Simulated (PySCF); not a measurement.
Point-charge models of `C/C=C/[Si@@H](CCC)NC` against its computed dipole.

Coordinates (GFN2-xTB, Å) and charges (e) from the PBE0/pcSseg-1 density (PySCF):

```
atom       x       y       z  Mulliken      IAO  Hirshfeld  ESP-fitted
  C1   3.471  -1.578   0.459   -0.2048  -0.4260    -0.1159     -0.3619
  C2   2.411  -0.598   0.076   -0.2432  -0.1017    -0.0260     +0.2770
  C3   1.321  -0.883  -0.622   -0.4324  -0.4600    -0.1555     -0.6583
 Si4  -0.046   0.327  -1.067   +1.0086  +1.0245    +0.3797     +0.5496
  C5  -1.454   0.266   0.215   -0.5680  -0.5479    -0.1626     -0.3913
  C6  -1.884  -1.163   0.534   -0.2962  -0.2376    -0.0662     +0.2498
  C7  -2.993  -1.213   1.579   -0.2522  -0.4137    -0.1179     -0.4022
  N8   0.662   1.898  -0.999   -0.7033  -0.6763    -0.2435     -0.5578
  C9  -0.089   3.124  -1.125   -0.1006  -0.2942    -0.0690     -0.1369
 H10   4.437  -1.265   0.064   +0.1241  +0.1512    +0.0465     +0.0981
 H11   3.240  -2.571   0.080   +0.1111  +0.1438    +0.0445     +0.1063
 H12   3.562  -1.628   1.544   +0.1263  +0.1523    +0.0473     +0.1073
 H13   2.580   0.416   0.414   +0.0966  +0.1383    +0.0386     +0.0097
 H14   1.178  -1.909  -0.941   +0.1092  +0.1394    +0.0341     +0.2154
 H15  -0.601  -0.060  -2.386   -0.1168  -0.1785    -0.1029     -0.1309
 H16  -1.134   0.751   1.139   +0.1329  +0.1402    +0.0352     +0.1091
 H17  -2.324   0.820  -0.144   +0.1299  +0.1335    +0.0318     +0.1170
 H18  -2.228  -1.650  -0.381   +0.1207  +0.1261    +0.0338     -0.0191
 H19  -1.021  -1.723   0.898   +0.1265  +0.1303    +0.0314     -0.0029
 H20  -3.299  -2.240   1.769   +0.1103  +0.1374    +0.0383     +0.0887
 H21  -3.863  -0.653   1.241   +0.1038  +0.1339    +0.0367     +0.0916
 H22  -2.650  -0.779   2.516   +0.1058  +0.1349    +0.0376     +0.0973
 H23   1.580   1.990  -1.409   +0.1899  +0.2512    +0.1076     +0.3125
 H24   0.460   3.948  -0.663   +0.1102  +0.1394    +0.0406     +0.0813
 H25  -1.039   3.008  -0.609   +0.1136  +0.1413    +0.0445     +0.0786
 H26  -0.296   3.389  -2.168   +0.0982  +0.1184    +0.0311     +0.0720
```

Question: What dipole does each set of charges give (1 e·Å = 4.803 D), and what does the density give?

Answer: The full density gives (0.77, 0.51, 0.14) D, 0.94 D in size; dipole vectors point from the negative to the positive end.

```
    scheme     μx    μy     μz  size (D)  share of the full size (%)  angle to the full dipole (°)
  Mulliken  -0.56  0.48  -0.90      1.16                         124                           106
       IAO   0.28  0.27  -0.60      0.71                          76                            66
 Hirshfeld   0.65  0.40  -0.02      0.77                          82                            10
ESP-fitted   0.74  0.51   0.13      0.91                          97                             1
```

Question: Which set comes closest?

Answer: Length of the difference vector: ESP-fitted 0.03 D, Hirshfeld 0.23 D, IAO 0.92 D, Mulliken 1.69 D. Closest: ESP-fitted. 

Question: What is left for the Hirshfeld atoms' own dipoles?

Answer: The Hirshfeld atoms' densities add up to the full density, so μ = Σ q r + Σ (atomic dipoles). The atomic dipoles sum to (0.77, 0.51, 0.14) − (0.65, 0.40, -0.02) = (0.12, 0.11, 0.16) D, 0.23 D in size.

Question: With the origin at the mean of the coordinates, (-0.001, 0.001, 0.001) Å, which are the largest single terms, by size, of the Mulliken dipole along the direction of the full one?

Answer: N8 -4.85, C7 +3.51, C6 +3.00, C5 +2.79, C1 -2.04 D; all 26 atoms together -0.33 D. The single terms depend on the origin, their sum doesn't.

Question: Give the size of the full dipole in other units.

Answer: 0.94 D = 0.369 au = 0.195 e·Å = 3.12 × 10⁻³⁰ C·m.

Geometry: GFN2-xTB, one conformer, isolated molecule.

The run behind these numbers computed NMR shieldings as well. Time: 1.7 min; peak memory 1.1 GiB. Hardware: an Arm Neoverse N1 with one thread, no GPU, shared host with 64 logical CPUs at a one-minute load of 52.

Conformer computed: `[CH3:1]/[CH:2]=[CH:3]/[Si@@H:4]([CH2:5][CH2:6][CH3:7])[NH:8][CH3:9]`: C2–C3–Si4–C5 -94°, C3–Si4–C5–C6 -48°, Si4–C5–C6–C7 179°, C3–Si4–N8–C9 -173°.
